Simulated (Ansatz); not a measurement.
Species: 1,1,1,2-tetrafluoroethane, C2H2F4, net charge 0, singlet state. SMILES: FCC(F)(F)F
Coordinates optimised at B3LYP-D3(BJ)/def2-TZVP (Ansatz, a quantum-chemistry and plane-wave program):
```xyz
8

F     -1.6811    -0.9996     0.1245
C     -1.1517     0.2566    -0.0625
C      0.3646     0.1829    -0.0217
F      0.8538    -0.6115    -0.9848
F      0.8125    -0.2755     1.1561
F      0.8677     1.4206    -0.2063
H     -1.4937     0.9174     0.7350
H     -1.4596     0.6393    -1.0362
```

Atomisation energy built up term by term with Ansatz (kcal/mol; UHF references for open shells; valence terms freeze the core; atomic spin-orbit terms are left out). Basis-set limits of correlation are two-point, X^-3; Hartree-Fock from the larger set.

| term | basis | kcal/mol |
|---|---|---|
| Hartree-Fock | aug-cc-pVQZ | 527.12 |
| CCSD correlation | CBS(aug-cc-pVTZ,aug-cc-pVQZ) | 217.48 |
| (T) | CBS(aug-cc-pVTZ,aug-cc-pVQZ) | 17.59 |
| core correlation | cc-pwCVTZ | 2.34 |
| scalar relativity (X2C) | cc-pVTZ-DK against cc-pVTZ | -1.03 |
| sum: De |  | 763.5 |

(T) makes 2.3 % of the CCSD(T) atomisation energy; under 5 % is typical of single-reference molecules.
